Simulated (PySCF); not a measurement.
All values below come from TPSSh-D3(BJ)/def2-TZVP // r2SCAN-D4/def2-SVP (PySCF). All species are isolated molecules in the gas phase. One relaxed conformer stands for a flexible species; it need not be the lowest. 

Reference species: [Ta(F)3(OH)2] (neutral, multiplicity 1).

```
Property                                                         Value
------------------------------------------------------------  --------
coordination number                                                  5
HOMO–LUMO gap                                                  7.12 eV
LUMO                                                          -2.12 eV
mean distance from the central atom to its bonded neighbours   1.890 Å
```

Changed species: [Ta(F)4(OH)] (1 of 5 F replaced by OH; the reference has 2 of 5 F replaced by OH).

Question: What does the change do to the coordination number, HOMO–LUMO gap, LUMO and mean distance from the central atom to its bonded neighbours?

Answer: the coordination number hardly moves; the HOMO–LUMO gap increases by 0.29 eV, to 7.41 eV; the LUMO falls by 0.12 eV, to -2.24 eV; the mean distance from the central atom to its bonded neighbours drops by 0.013 Å, to 1.877 Å.
